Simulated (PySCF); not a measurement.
Static response to an electric field

Compound: C₃H₇FO₂Si.
Geometry (GFN2-xTB, Å), atoms numbered from 1 in this order:
```
atom  x, y, z in Å
C1    -1.8374   -0.8023   -0.0613
O2    -0.4379   -0.6023   -0.0764
C3     0.0587    0.6473    0.0897
C4    -0.5783    1.8026    0.2778
F5    -1.9292    1.9341    0.3401
O6     1.3895    0.6523    0.0479
Si7    2.2980   -0.7073   -0.1752
H8    -1.9791   -1.8707   -0.2120
H9    -2.3261   -0.2483   -0.8658
H10   -2.2700   -0.5049    0.8962
H11   -0.0567    2.7348    0.3969
H12    2.0719   -1.6597    0.9087
H13    3.5980   -0.0566   -0.1222
H14    1.9980   -1.3195   -1.4665
```

Level: wB97X-D/def2-SVPD (PySCF), static field, nuclei fixed, core orbitals frozen in the response. The polarisability tensor in these axes (au):

```
x   80.39 -5.88 -1.59
y   -5.88 76.95  3.12
z   -1.59  3.12 57.24
```

Diagonalise the tensor; give its mean and Δα, where Δα² is half the sum of the squared differences of the eigenvalues.

Principal values 56.74, 72.70 and 85.15 au; mean 71.53 au = 10.60 Å³ = 11.79 × 10⁻⁴⁰ C²·m²/J; Δα = 24.67 au (34 % of the mean).

What is the dipole moment, and where does it point?

(-0.12, -1.57, -0.22) D, 1.59 D in size, pointing from the negative to the positive side. Measured along this direction, the outermost atoms are H11 at the negative end and H8 at the positive end.

What would n − 1 = 2πNα be for an ideal gas of these molecules at 400 K and 1 atm, electronic part alone?

N = p/kT = 1.8347 × 10¹⁹ cm⁻³, so n − 1 = 2π × N × 10.60 × 10⁻²⁴ cm³ = 1222 × 10⁻⁶ at long wavelengths.

What depolarisation ratio follows for Rayleigh scattering of linearly polarised light, taking the static tensor?

ρ = 3Δα²/(45ᾱ² + 4Δα²) = 1826.0/(230238 + 2434.7) = 0.00785.

What are the principal values of the traceless quadrupole moment, Θ = ½Σq(3rr − r²1), about the centre of nuclear charge?

-3.16, -1.88, 5.04 D·Å. The values depend on the origin, since the dipole doesn't vanish. The electronic extent ⟨r²⟩ about the same centre is 1083 bohr², a root-mean-square distance of 2.18 Å for the 64 electrons.

Along which axes do the principal values lie, and how far do the nuclei extend along each?

Largest value along (0.79, -0.61, -0.11), where the nuclei span 5.61 Å; middle along (0.62, 0.78, 0.09), 4.86 Å; least along (0.03, -0.14, 0.99), 2.40 Å. The response follows the extents in order.

What molar refraction does this α imply?

Lorentz–Lorenz: R = (4π/3)N_A α = 2.5225 cm³/(mol·Å³) × 10.60 Å³ = 26.7 cm³/mol, in the limit of long wavelengths.

The structure is a single GFN2-xTB conformer in the gas phase; no vibrational or solvent corrections.

These values come from a run that also computed excited states. Hardware: Arm Neoverse N1, one thread, no GPU, shared host. Cost: 63 s wall.
